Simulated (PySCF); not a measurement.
Computed with delta-SCF UKS SCAN, pcX-2 on the ionised atom, pcseg-1 elsewhere, spin-free X2C in PySCF 2.14.0. Geometries: GFN2-xTB; isolated species, one conformer each. Values against the vacuum level.

Question: Rank by computed C 1s binding energy, lowest first.
A. C3 in `[O:1]=[C:2]1[CH2:3][CH2:4][C:5](=[O:6])[CH2:7]1`
B. C4 in `[CH3:1][O:2][c:3]1[cH:4][cH:5][o:6][cH:7]1`
C. C3 in `[CH2:1]=[CH:2][C:3](=[O:4])[Cl:5]`
D. C5 in `[O:1]=[CH:2][O:3][CH:4]=[C:5]1[CH2:6][CH2:7]1`
E. C6 in `[O:1]=[CH:2][C@@H:3]1[CH:4]=[CH:5][CH2:6][O:7]1`

Answer: B (290.31 eV), D (290.60 eV), A (291.38 eV), E (292.56 eV), C (294.95 eV).

From the lowest up, the atoms are bonded to: 2 C (aromatic in the SMILES) and H (290.31); C (double bond) and 2 C (290.60); 2 C and 2 H (291.38); O, C and 2 H (292.56); O (double bond), Cl and C (294.95).

Question: Order these sites by rising O 1s binding energy.
A. O7 in `[CH3:1][O:2][C@H:3]1[CH:4]=[CH:5][C:6]1=[O:7]`
B. O1 in `[O:1]=[CH:2][C@@H:3]1[CH:4]=[CH:5][CH2:6][O:7]1`
C. O2 in `[CH3:1][O:2][c:3]1[cH:4][cH:5][o:6][cH:7]1`
D. O3 in `[O:1]=[CH:2][O:3][CH:4]=[C:5]1[CH2:6][CH2:7]1`

Answer: A (537.78 eV), B (538.24 eV), C (539.13 eV), D (539.89 eV).

The highest is bonded to 2 C, the lowest to C (double bond); the range is 2.11 eV.
